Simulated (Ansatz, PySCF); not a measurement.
C2H4BClO, SMILES B(O)(Cl)C=C.

Coordinates come from a ωB97X-D3(BJ)/def2-SVP optimisation. One conformer was computed; it need not be the lowest.

Vertical ionisation energy (IE) and electron affinity (EA) in eV. Rows of orbital energies are one-electron estimates. Where ΔSCF, EOM or ADC give a negative EA the extra electron is unbound and the value depends on the basis.

```tsv
level	IE	EA
−ε(HOMO), −ε(LUMO), ωB97X/def2-TZVP (PySCF)	___	___
−ε(HOMO), −ε(LUMO), PBE/def2-TZVP (PySCF)	7.03	2.33
ΔSCF, CAM-B3LYP/def2-SVPD (Ansatz), final states of multiplicity 2 and 2	10.52	-0.43
ΔSCF, PBE/def2-SVPD (Ansatz), final states of multiplicity 2 and 2	10.27	-0.37
```

Question: Some entries are withheld; supply them. (Estimate from the structure and the level; the computed values follow.)

Answer: 
- −ε(HOMO), −ε(LUMO), ωB97X/def2-TZVP (PySCF), IE: 10.53
- −ε(HOMO), −ε(LUMO), ωB97X/def2-TZVP (PySCF), EA: -0.82

Question: What vertical singlet–triplet gap does ΔSCF give with CAM-B3LYP/def2-SVPD (Ansatz, an electronic-structure program) and with PBE/def2-SVPD (Ansatz)? (An estimate is asked for; the answer gives what the named calculation found.)

Answer: 3.84 and 3.88 eV (triplet above singlet where positive).
